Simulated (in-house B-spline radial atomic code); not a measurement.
# Removing one electron from V11+

Closed shell [Ne] 3s2. Computed with a B-spline radial code for spherical atoms: Koopmans values of Dirac-Hartree-Fock plus a diagonal self-energy, in second order or with its direct term screened (direct RPA, with the hole-particle interaction, or full time-dependent Hartree-Fock), linearised in energy; no-pair Dirac-Coulomb Hamiltonian, finite nucleus. Shifts add to the Koopmans value (the ΔSCF shift is orbital relaxation alone); the final value takes TDHF screening with Breit and QED.

Command:
```bash
python run_mb.py task.json out
```
Settings (nuclear radius in fm, box in bohr, cutoff in hartree):
```
basis_form          2
Z                   23
core_configuration  [Ne] 3s2
rms_radius          3.6002
mass_number         51
speed_of_light      137.036
box_radius          6.827
lmax                7
intervals           61
virtual_cutoff      2116.0
```

Time taken, with all properties: 5.5 s on 1 thread of AMD EPYC 7571, on a shared host.

Energies in eV:

```json
{"subshell": "3s1/2", "Koopmans": "305.80", "ΔSCF shift": "-0.180", "second order": "?", "direct RPA": "?", "hole-particle": "?", "TDHF": "?", "Breit + QED": "?", "final": "?"}
```

(1) What does the self-energy do to 3s1/2?

Results:

(1) It shifts the removal energy by 2.044 eV in second order, 1.166 with direct RPA, 1.455 with the hole-particle term and 1.873 with TDHF screening (quasi-particle weight 0.982); Breit and QED add -0.111 eV. The final value is 307.57 eV, against 308.5 ± 0.3 eV (NIST, semi-empirical). The mixing of s² with p² in the ground state is caught to low order only, which falls short in light ions.
